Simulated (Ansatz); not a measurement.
CH3InN, that is [In(CN)H3]- with one electron fewer. The state is a doublet with charge 0. Geometry r2SCAN-D4/def2-TZVPD; atoms count from 1.

```xyz
6

In   -0.114    0.494    0.348
C    -0.506   -0.845   -1.246
N    -0.734   -1.568   -2.122
H     0.754   -0.424    1.681
H    -1.094    1.830    0.675
H     1.694    0.513    0.665
```

In the def2 sets In takes a core potential; there is no spin–orbit coupling.

Question: Estimate the Mulliken populations from the PBE0/def2-TZVPD orbitals of Ansatz.

Answer: 
```tsv
atom	charge (e)	spin (α − β)
In1	0.21	0.16
C2	0.09	-0.04
N3	-0.29	0.02
H4	0.04	0.44
H5	-0.10	-0.02
H6	0.04	0.43
```
Mulliken values depend strongly on the basis. With diffuse functions, as here, like atoms can get unlike values, and bond orders can come out too low or too high.

Question: Where does the spin sit?

Answer: Summed by element: In 0.16, C -0.04, N 0.02, H 0.86, of 1 unpaired in all. Largest on single atoms: H4 0.44, H6 0.43, In1 0.16.

Question: And the Mayer bond orders between heavy atoms (over 0.3)?

Answer: In1–C2 0.82 (2.12 Å); C2–N3 2.52 (1.16 Å).
